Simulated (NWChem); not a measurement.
System: CH$_{8}$O$_{2}$Si$_{3}$; SMILES O[Si@]1([SiH3])OC[SiH2]1

```xyz
14

O      1.9362    -0.7605     0.4793
Si     0.3949    -0.2714     0.0694
Si    -0.8165    -2.2830    -0.0235
O      0.3480     0.6369    -1.3605
C     -0.2932     1.9111    -1.0453
Si    -0.5301     1.7356     0.8743
H      2.6170    -0.0707     0.4902
H     -0.7748    -2.9739     1.2956
H     -0.2791    -3.2001    -1.0661
H     -2.2411    -1.9839    -0.3433
H     -1.2307     1.9942    -1.6069
H      0.3646     2.7272    -1.3653
H      0.2941     2.6802     1.6835
H     -1.9402     1.8126     1.3510
```
Atoms are numbered in this order, from 1.

Program: NWChem. The geometry was optimised at B3LYP/6-31G* (spherical d). Ions are spin-unrestricted doublets at the neutral geometry; other ion states weren't tried.

```csv
level,"vertical ionisation energy, ΔSCF (eV)",−ε(HOMO) (eV),ΔSCF minus −ε(HOMO) (eV)
B3LYP/def2-SVP,8.82,6.84,1.98
PBE/def2-SVP,…,…,…
r2SCAN/def2-SVP,8.73,6.20,2.53
M06-2X/def2-SVP,9.02,8.08,0.94
BHandHLYP/def2-SVP,9.02,8.08,0.94
```

What belongs in the gaps?


- PBE/def2-SVP, vertical ionisation energy, ΔSCF (eV): 8.52
- PBE/def2-SVP, −ε(HOMO) (eV): 5.91
- PBE/def2-SVP, ΔSCF minus −ε(HOMO) (eV): 2.61
